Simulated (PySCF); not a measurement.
**Correlation energy of Xe³⁺ (xenon, charge +3)**

[Kr] 4d10 5s2 5p3, high-spin 4S determinant. All numbers are calculated (PySCF 2.14, scalar relativity through the core potential, in aug-cc-pwCVDZ-PP with ECP28MDF). Frozen: 4s2 4p6 4d10; 5 electrons correlated.

MP2 pair energies summed by pair of shells (mhartree):

| pair | energy | share (%) |
| --- | --- | --- |
| 5s-5p | -37.62 | 66.4 |
| 5p-5p | -13.18 | 23.3 |
| 5s-5s | -5.85 | 10.3 |

Total MP2 correlation energy: -56.65 mhartree.

Same-spin part -14.78 and opposite-spin part -41.87 mhartree; SCS-MP2 scales them by 1/3 and 6/5 to -55.17 mhartree.
